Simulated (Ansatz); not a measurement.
(HBe-mu-OH)2 (Be₂O₂H₄), relaxed as a singlet with RKS r2SCAN-D4/def2-TZVP in Ansatz, starting from the GFN2-xTB geometry. Force threshold 0.02 eV/Å.

Start:

```
atom   x (Å)   y (Å)   z (Å)
 Be1  -1.020   0.149  -0.387
  H2  -2.204   0.327  -0.856
  O3  -0.037   1.024   0.485
 Be4   1.020  -0.149   0.386
  H5   2.219  -0.312   0.824
  O6   0.030  -1.031  -0.469
  H7  -0.060   1.886   0.882
  H8   0.052  -1.894  -0.865
```

```csv
step,energy (eV),largest force component (eV/Å),SCF passes
1,-4965.6673,0.722,14
2,-4965.7372,0.222,20
3,-4965.7441,0.012,20
```

Force components are those of the run's own axes.

End:

| atom | x (Å) | y (Å) | z (Å) |
| --- | --- | --- | --- |
| Be1 | -1.0397 | 0.1504 | -0.3933 |
| H2 | -2.2856 | 0.3347 | -0.8762 |
| O3 | -0.0346 | 1.0055 | 0.4751 |
| Be4 | 1.0389 | -0.1513 | 0.3953 |
| H5 | 2.2922 | -0.3278 | 0.8615 |
| O6 | 0.0281 | -1.0125 | -0.4603 |
| H7 | -0.0563 | 1.8743 | 0.8658 |
| H8 | 0.0570 | -1.8733 | -0.8677 |

By distances, no bond broke or formed. The bond that changes most is Be4–H5, from 1.29 to 1.35 Å (atoms count from 1).

No frequencies were taken in this run, so the end may be a saddle point.

Run time 2.6 s (4 threads of Arm Neoverse V2 on a shared host).
